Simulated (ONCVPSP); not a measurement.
**technetium: ONCV pseudisation with LDA (Perdew-Wang 92), fully relativistic reference atom.**

ONCVPSP 4.0.1 was run on this input:

```
# ATOM AND REFERENCE CONFIGURATION
# atsym  z   nc   nv     iexc    psfile
  Tc 43.00    6    4  -001012      upf
#
#   n    l    f
    1    0    2.00
    2    0    2.00
    2    1    6.00
    3    0    2.00
    3    1    6.00
    3    2   10.00
    4    0    2.00
    4    1    6.00
    4    2    5.00
    5    0    1.00
#
# PSEUDOPOTENTIAL AND OPTIMIZATION
# lmax
    2
#
#   l,   rc,      ep,       ncon, nbas, qcut
    0    2.00    0.00    4    7    5.10
    1    1.10    0.00    5    9    6.30
    2    1.35    0.00    3    6    8.20
#
# LOCAL POTENTIAL
# lloc, lpopt,  rc(5),   dvloc0
    4    5    0.90   -1.00
#
# VANDERBILT-KLEINMAN-BYLANDER PROJECTORs
# l, nproj, debl
    0    3    4.00
    1    3    0.50
    2    2    3.10
#
# MODEL CORE CHARGE
# icmod, fcfact, rcfact
    0    0.00    0.00
#
# LOG DERIVATIVE ANALYSIS
# epsh1, epsh2, depsh
   -4.00    5.00    0.02
#
# OUTPUT GRID
# rlmax, drl
    6.00    0.01
#
# TEST CONFIGURATIONS
# ncnf
    4
# nvcnf
#   n    l    f
    4
    4    0    2.00
    4    1    6.00
    4    2    5.00
    5    0    2.00
#
    4
    4    0    2.00
    4    1    6.00
    4    2    5.00
    5    0    0.00
#
    4
    4    0    2.00
    4    1    6.00
    4    2    4.00
    5    0    0.00
#
    4
    4    0    2.00
    4    1    6.00
    4    2    4.00
    5    0    2.00
#
```

Command:

```bash
oncvpspr.x < Tc.dat > Tc.out
```

Output (shortened: citation, most of the input echo, consistency checks and plot data are left out):

```
ONCVPSP  (Optimized Norm-Conservinng Vanderbilt PSeudopotential)
relativistic version 4.0.1

#   n    l    f        energy (Ha)
    1    0    2.00    -7.6576893D+02
    2    0    2.00    -1.0949665D+02
    2    1    6.00    -9.6721237D+01    -1.0105984D+02
    3    0    2.00    -1.9283770D+01
    3    1    6.00    -1.5312943D+01    -1.6039040D+01
    3    2   10.00    -9.4102352D+00    -9.5499550D+00
    4    0    2.00    -2.9763086D+00
    4    1    6.00    -1.9139248D+00    -2.0239917D+00
    4    2    5.00    -5.2134698D-01    -5.3228776D-01
    5    0    1.00    -4.3060346D-01

Reference configufation results
  iterations    21
  all-electron total energy (Ha)   -4.28162638D+03

Begin loop to  construct optimized pseudo wave functions
and semi-local pseudopoentials for all angular momenta

   Wellstate for l =  0  n =  7 kap= -1
     eigenvalue =   3.5694
     asymptotic potential =   4.0694
     half-point radius =  3.2104

Calculating optimized projector #   1

 for l=   0

    Fraction of norm inside rc  0.984025
    Optimizing pswf for qcut=   5.11 a_B^-1,  ecut=  13.04 Ha
    Residual kinetic energy error=  2.42D-05 Ha

    Energy error per electron        Cutoff
         Ha          eV             Ha
         0.01000     0.27211        4.95
         0.00100     0.02721        6.54
         0.00010     0.00272       10.18
         0.00001     0.00027       25.19

Calculating optimized projector #   2

 for l=   0

    Fraction of norm inside rc  0.141067
    Optimizing pswf for qcut=   5.11 a_B^-1,  ecut=  13.04 Ha
    Residual kinetic energy error=  1.59D-04 Ha

    Energy error per electron        Cutoff
         Ha          eV             Ha
         0.01000     0.27211        4.23
         0.00100     0.02721        8.07
         0.00010     0.00272       14.74
         0.00001     0.00027       39.41

Calculating optimized projector #   3

 for l=   0

    Fraction of norm inside rc  0.107193
    Optimizing pswf for qcut=   5.11 a_B^-1,  ecut=  13.04 Ha
    Residual kinetic energy error=  3.26D-03 Ha

    Energy error per electron        Cutoff
         Ha          eV             Ha
         0.01000     0.27211       11.19
         0.00100     0.02721       15.02
         0.00010     0.00272       44.50
         0.00001     0.00027       53.89

WARNING wellstate: negative energy specified for n= 5 l=  1
WARNING scattering state with energy  0.25000000
WARNING will be used for the first projector

   Wellstate for l =  1  n =  5 kap= -2
     eigenvalue =   0.2500
     asymptotic potential =   0.7500
     half-point radius =  2.4222

   Wellstate for l =  1  n =  6 kap= -2
     eigenvalue =   0.7500
     asymptotic potential =   1.2500
     half-point radius =  4.3065

Calculating optimized projector #   1

 for l=   1

    Fraction of norm inside rc  0.463172
    Optimizing pswf for qcut=   6.29 a_B^-1,  ecut=  19.81 Ha
    Residual kinetic energy error=  1.77D-02 Ha

    Energy error per electron        Cutoff
         Ha          eV             Ha
         0.01000     0.27211       23.67
         0.00100     0.02721      105.65
         0.00010     0.00272      193.40
         0.00001     0.00027      219.99

Calculating optimized projector #   2

 for l=   1

    Fraction of norm inside rc  0.073490
    Optimizing pswf for qcut=   6.29 a_B^-1,  ecut=  19.81 Ha
    Residual kinetic energy error=  6.46D-03 Ha

    Energy error per electron        Cutoff
         Ha          eV             Ha
         0.01000     0.27211       12.02
         0.00100     0.02721      103.10
         0.00010     0.00272      258.11
         0.00001     0.00027      289.00

Calculating optimized projector #   3

 for l=   1

    Fraction of norm inside rc  0.039912
    Optimizing pswf for qcut=   6.29 a_B^-1,  ecut=  19.81 Ha
    Residual kinetic energy error=  4.09D-03 Ha

    Energy error per electron        Cutoff
         Ha          eV             Ha
         0.01000     0.27211        9.49
         0.00100     0.02721       60.13
         0.00010     0.00272      242.75
         0.00001     0.00027      277.51

   Wellstate for l =  1  n =  5 kap=  1
     eigenvalue =  -1.5240

   Wellstate for l =  1  n =  6 kap=  1
     eigenvalue =   0.7279

Calculating optimized projector #   1

 for l=   1

    Fraction of norm inside rc  0.493635
    Optimizing pswf for qcut=   6.29 a_B^-1,  ecut=  19.81 Ha
    Residual kinetic energy error=  2.03D-02 Ha

    Energy error per electron        Cutoff
         Ha          eV             Ha
         0.01000     0.27211       25.44
         0.00100     0.02721      155.33
         0.00010     0.00272      203.03
         0.00001     0.00027      226.31

Calculating optimized projector #   2

 for l=   1

    Fraction of norm inside rc  0.074988
    Optimizing pswf for qcut=   6.29 a_B^-1,  ecut=  19.81 Ha
    Residual kinetic energy error=  6.47D-03 Ha

    Energy error per electron        Cutoff
         Ha          eV             Ha
         0.01000     0.27211       11.65
         0.00100     0.02721       92.68
         0.00010     0.00272      255.75
         0.00001     0.00027      287.90

Calculating optimized projector #   3

 for l=   1

    Fraction of norm inside rc  0.039691
    Optimizing pswf for qcut=   6.29 a_B^-1,  ecut=  19.81 Ha
    Residual kinetic energy error=  3.97D-03 Ha

    Energy error per electron        Cutoff
         Ha          eV             Ha
         0.01000     0.27211        9.72
         0.00100     0.02721       51.39
         0.00010     0.00272      236.74
         0.00001     0.00027      274.53

   Wellstate for l =  2  n =  6 kap= -3
     eigenvalue =   2.5787
     asymptotic potential =   3.0787
     half-point radius =  3.0636

Calculating optimized projector #   1

 for l=   2

    Fraction of norm inside rc  0.378182
    Optimizing pswf for qcut=   8.20 a_B^-1,  ecut=  33.61 Ha
    Residual kinetic energy error=  8.81D-06 Ha

    Energy error per electron        Cutoff
         Ha          eV             Ha
         0.01000     0.27211       17.68
         0.00100     0.02721       23.72
         0.00010     0.00272       28.95
         0.00001     0.00027       33.92

Calculating optimized projector #   2

 for l=   2

    Fraction of norm inside rc  0.077444
    Optimizing pswf for qcut=   8.20 a_B^-1,  ecut=  33.61 Ha
    Residual kinetic energy error=  5.01D-05 Ha

    Energy error per electron        Cutoff
         Ha          eV             Ha
         0.01000     0.27211       19.06
         0.00100     0.02721       25.76
         0.00010     0.00272       31.81
         0.00001     0.00027       54.16

   Wellstate for l =  2  n =  6 kap=  2
     eigenvalue =   2.5677

Calculating optimized projector #   1

 for l=   2

    Fraction of norm inside rc  0.387535
    Optimizing pswf for qcut=   8.20 a_B^-1,  ecut=  33.61 Ha
    Residual kinetic energy error=  1.02D-05 Ha

    Energy error per electron        Cutoff
         Ha          eV             Ha
         0.01000     0.27211       17.99
         0.00100     0.02721       24.04
         0.00010     0.00272       29.19
         0.00001     0.00027       34.41

Calculating optimized projector #   2

 for l=   2

    Fraction of norm inside rc  0.077392
    Optimizing pswf for qcut=   8.20 a_B^-1,  ecut=  33.61 Ha
    Residual kinetic energy error=  5.21D-05 Ha

    Energy error per electron        Cutoff
         Ha          eV             Ha
         0.01000     0.27211       19.29
         0.00100     0.02721       25.98
         0.00010     0.00272       31.96
         0.00001     0.00027       53.12

Construct Vanderbilt / Kleinmman-Bylander projectors

B matrix Hermiticity error, ll=  0  kap= -1
   1   2    2.7917D-04
   1   3    7.0737D-04
   2   3   -2.0704D-04

  Orthonormal projector coefficients  1.9042E+01  4.4757E+00  7.6032E-01

B matrix Hermiticity error, ll=  1  kap= -2
   1   2    2.8652D-04
   1   3   -2.6933D-04
   2   3    2.3599D-05

  Orthonormal projector coefficients -2.0948E+02  1.9331E+01  5.7473E+00

B matrix Hermiticity error, ll=  1  kap=  1
   1   2    3.1142D-04
   1   3   -2.8834D-04
   2   3    2.4643D-05

  Orthonormal projector coefficients -2.1623E+02  1.9290E+01  6.4566E+00

B matrix Hermiticity error, ll=  2  kap= -3
   1   2   -2.8797D-04

  Orthonormal projector coefficients  6.7880E+00  8.1309E-01

B matrix Hermiticity error, ll=  2  kap=  2
   1   2   -2.9251D-04

  Orthonormal projector coefficients  6.8040E+00  8.3146E-01

 Orthonormal scalar projector coefficients, l =  1
 -2.1168E+02  1.9240E+01  5.9538E+00  7.6238E-02 -2.3212E-02  1.4551E-03

 Orthonormal spin-orbit projector coefficients, l =  1
  7.7466E+00 -2.7170E+00 -1.9587E+00  8.1789E-01  2.3060E-01 -6.4241E-02

 Orthonormal scalar projector coefficients, l =  2
  6.7940E+00  8.2059E-01  2.2609E-04  2.7911E-05

 Orthonormal spin-orbit projector coefficients, l =  2
 -5.0160E-02  3.2670E-02  5.4688E-03 -1.7447E-03

Pseudoatom total energy  -80.605883

Diagnostic tests using Vanderbilt-Kleinman-Bylander pseudopotentials
  relativistic with J = L +/- 1/2 projectors

   l  kap   rcore       rmatch      e in        delta e    norm test   slope test

   0  -1   2.0092347   2.0702395  -2.9763086   0.0000016   1.0001789   1.0001601
   0  -1   2.0092347   2.0702395  -0.4306035   0.0000013   1.0000263   1.0000211
   0  -1   2.0092347   2.0702395   3.5693965   0.0000007   1.0004435   1.0004435

   1  -2   1.1046701   1.1382103  -1.9139248  -0.0000455   1.0001402   1.0002494
   1   1   1.1046701   1.1382103  -2.0239917   0.0000181   1.0001521   1.0001482
   1  -2   1.1046701   1.1382103   0.2500000   0.0000140   1.0004077   1.0004077
   1   1   1.1046701   1.1382103   0.2279257   0.0000161   1.0004171   1.0004171
   1  -2   1.1046701   1.1382103   0.7500000   0.0000142   1.0004406   1.0004406
   1   1   1.1046701   1.1382103   0.7374219   0.0000144   1.0004516   1.0004516

   2  -3   1.3538294   1.3949346  -0.5213470  -0.0000156   1.0000638   1.0000686
   2   2   1.3538294   1.3949346  -0.5322878   0.0000255   1.0000789   0.9998865
   2  -3   1.3538294   1.3949346   2.5786530   0.0000127   1.0003961   1.0003961
   2   2   1.3538294   1.3949346   2.5740353   0.0000124   1.0003960   1.0003960

Diagnostic tests using Vanderbilt-Kleinman-Bylander pseudopotentials
  relativistic with scalar and spin-orbit non-local projectors

   l  kap   rcore       rmatch      e in        delta e    norm test   slope test

   0  -1   2.0092347   2.0702395  -2.9763086   0.0000016   1.0001789   1.0001601
   0  -1   2.0092347   2.0702395  -0.4306035   0.0000013   1.0000263   1.0000211
   0  -1   2.0092347   2.0702395   3.5693965   0.0000007   1.0004435   1.0004435

   1  -2   1.1046701   1.1382103  -1.9139248  -0.0014453   1.0000439   0.9970030
   1   1   1.1046701   1.1382103  -2.0239917  -0.0014631   1.0000630   0.9975341
   1  -2   1.1046701   1.1382103   0.2500000  -0.0026310   1.0003143   1.0003143
   1   1   1.1046701   1.1382103   0.2279257  -0.0024306   1.0002807   1.0002807
   1  -2   1.1046701   1.1382103   0.7500000  -0.0025236   1.0003196   1.0003196
   1   1   1.1046701   1.1382103   0.7374219  -0.0022798   1.0002886   1.0002886

   2  -3   1.3538294   1.3949346  -0.5213470  -0.0000416   1.0000481   0.9997897
   2   2   1.3538294   1.3949346  -0.5322878  -0.0000008   1.0000638   0.9996367
   2  -3   1.3538294   1.3949346   2.5786530   0.0000015   1.0003895   1.0003895
   2   2   1.3538294   1.3949346   2.5740353   0.0000021   1.0003897   1.0003897

Ghost test for J = L + 1/2

 Testing for bound ghosts
   n   l    E NL Schr. Eq   E Basis Diag.   E Cutoff

   1   0       -2.976307       -2.976298     65.76
   2   0       -0.430602       -0.419070     65.76

       1                      -13.679106    408.90  WARNING - GHOST(-)
   2   1       -1.913970       -1.910481    408.90

   3   2       -0.521363       -0.505145     99.88

 Testing for highly-localized positive-energy ghosts
       l    <radius>/rc     E Basis Diag.   E Cutoff

       0        0.181451        4.946505     65.76  WARNING - GHOST(+)

       1        0.746856       28.951124    408.90  WARNING - GHOST(+)

Ghost test for J = L - 1/2

 Testing for bound ghosts
   n   l    E NL Schr. Eq   E Basis Diag.   E Cutoff

   1   0       -2.976307       -2.976298     65.76
   2   0       -0.430602       -0.419070     65.76

       1                      -13.927177    408.90  WARNING - GHOST(-)
   2   1       -2.023974       -2.021302    408.90

   3   2       -0.532262       -0.516966     99.88

 Testing for highly-localized positive-energy ghosts
       l    <radius>/rc     E Basis Diag.   E Cutoff

       0        0.181451        4.946505     65.76  WARNING - GHOST(+)

       1        0.780675       28.874166    408.90  WARNING - GHOST(+)

Test configuration 0

   n   l kap    f        eae           eps        diff
   1   0  -1  2.0000 -765.76892935
   2   0  -1  2.0000 -109.49664981
   2   1  -2  4.0000  -96.72123685
   2   1   1  2.0000 -101.05983786
   3   0  -1  2.0000  -19.28377031
   3   1  -2  4.0000  -15.31294258
   3   1   1  2.0000  -16.03904006
   3   2  -3  6.0000   -9.41023523
   3   2   2  4.0000   -9.54995500
   4   0  -1  2.0000   -2.97630857   -2.97630700    1.57E-06
   4   1  -2  4.0000   -1.91392485   -1.91397034   -4.55E-05
   4   1   1  2.0000   -2.02399170   -2.02397359    1.81E-05
   4   2  -3  3.0000   -0.52134698   -0.52136260   -1.56E-05
   4   2   2  2.0000   -0.53228776   -0.53226225    2.55E-05
   5   0  -1  1.0000   -0.43060346   -0.43060214    1.32E-06

    Total energies and differences
      AE_ref= -4.28162638E+03  AE_tst= -4.28162638E+03  dif=  0.00E+00
      PS_ref= -8.06058827E+01  PS_tst= -8.06058827E+01  dif=  5.68E-14
      PSP excitation error= -5.68E-14

Test configuration 1

   n   l kap    f        eae           eps        diff
   1   0  -1  2.0000 -765.48672116
   2   0  -1  2.0000 -109.21764316
   2   1  -2  4.0000  -96.44203780
   2   1   1  2.0000 -100.78057034
   3   0  -1  2.0000  -19.00411916
   3   1  -2  4.0000  -15.03330342
   3   1   1  2.0000  -15.75940811
   3   2  -3  6.0000   -9.13083346
   3   2   2  4.0000   -9.27055949
   4   0  -1  2.0000   -2.69570226   -2.69472577    9.76E-04
   4   1  -2  4.0000   -1.63301788   -1.63284352    1.74E-04
   4   1   1  2.0000   -1.74314805   -1.74284580    3.02E-04
   4   2  -3  3.0000   -0.24611786   -0.24618788   -7.00E-05
   4   2   2  2.0000   -0.25670657   -0.25672929   -2.27E-05
   5   0  -1  2.0000   -0.19325333   -0.19321380    3.95E-05

    Total energies and differences
      AE_ref= -4.28162638E+03  AE_tst= -4.28193597E+03  dif= -3.10E-01
      PS_ref= -8.06058827E+01  PS_tst= -8.09154434E+01  dif= -3.10E-01
      PSP excitation error= -2.90E-05

Test configuration 2

   n   l kap    f        eae           eps        diff
   1   0  -1  2.0000 -766.09294336
   2   0  -1  2.0000 -109.81603873
   2   1  -2  4.0000  -97.04090392
   2   1   1  2.0000 -101.37960530
   3   0  -1  2.0000  -19.60366365
   3   1  -2  4.0000  -15.63280812
   3   1   1  2.0000  -16.35891315
   3   2  -3  6.0000   -9.72979985
   3   2   2  4.0000   -9.86951665
   4   0  -1  2.0000   -3.29588723   -3.29759645   -1.71E-03
   4   1  -2  4.0000   -2.23323397   -2.23369896   -4.65E-04
   4   1   1  2.0000   -2.34338096   -2.34387885   -4.98E-04
   4   2  -3  3.0000   -0.83091447   -0.83093799   -2.35E-05
   4   2   2  2.0000   -0.84233144   -0.84232421    7.24E-06
   5   0  -1  0.0000   -0.68789977   -0.68789977    0.00E+00

    Total energies and differences
      AE_ref= -4.28162638E+03  AE_tst= -4.28106797E+03  dif=  5.58E-01
      PS_ref= -8.06058827E+01  PS_tst= -8.00474061E+01  dif=  5.58E-01
      PSP excitation error= -7.25E-05

Test configuration 3

   n   l kap    f        eae           eps        diff
   1   0  -1  2.0000 -766.63116583
   2   0  -1  2.0000 -110.36089884
   2   1  -2  4.0000  -97.58533092
   2   1   1  2.0000 -101.92390243
   3   0  -1  2.0000  -20.14240385
   3   1  -2  4.0000  -16.17144290
   3   1   1  2.0000  -16.89777125
   3   2  -3  6.0000  -10.26939780
   3   2   2  4.0000  -10.40919786
   4   0  -1  2.0000   -3.81077386   -3.81362266   -2.85E-03
   4   1  -2  4.0000   -2.73789959   -2.73790662   -7.04E-06
   4   1   1  2.0000   -2.85054979   -2.85053575    1.40E-05
   4   2  -3  2.4000   -1.29428377   -1.29409249    1.91E-04
   4   2   2  1.6000   -1.30716917   -1.30693558    2.34E-04
   5   0  -1  0.0000   -1.02937975   -1.02937975    0.00E+00

    Total energies and differences
      AE_ref= -4.28162638E+03  AE_tst= -4.28000495E+03  dif=  1.62E+00
      PS_ref= -8.06058827E+01  PS_tst= -7.89844443E+01  dif=  1.62E+00
      PSP excitation error= -5.62E-06

Test configuration 4

   n   l kap    f        eae           eps        diff
   1   0  -1  2.0000 -765.91856389
   2   0  -1  2.0000 -109.65718360
   2   1  -2  4.0000  -96.88106410
   2   1   1  2.0000 -101.21943420
   3   0  -1  2.0000  -19.43964804
   3   1  -2  4.0000  -15.46878399
   3   1   1  2.0000  -16.19501822
   3   2  -3  6.0000   -9.56713059
   3   2   2  4.0000   -9.70690934
   4   0  -1  2.0000   -3.11569191   -3.11436226    1.33E-03
   4   1  -2  4.0000   -2.04559519   -2.04487812    7.17E-04
   4   1   1  2.0000   -2.15754337   -2.15660354    9.40E-04
   4   2  -3  2.4000   -0.62454088   -0.62448280    5.81E-05
   4   2   2  1.6000   -0.63647196   -0.63634887    1.23E-04
   5   0  -1  2.0000   -0.47478956   -0.47465020    1.39E-04

    Total energies and differences
      AE_ref= -4.28162638E+03  AE_tst= -4.28150230E+03  dif=  1.24E-01
      PS_ref= -8.06058827E+01  PS_tst= -8.04817623E+01  dif=  1.24E-01
      PSP excitation error= -3.80E-05
```

Note: ghosts flagged at negative energy: p3/2 at -372.2 eV, p1/2 at -379.0 eV; GHOST(+) flagged for s at 134.6 eV. A true bound ghost makes a file unfit for plane-wave use.

The run took about 12 s on one core of a shared server CPU.
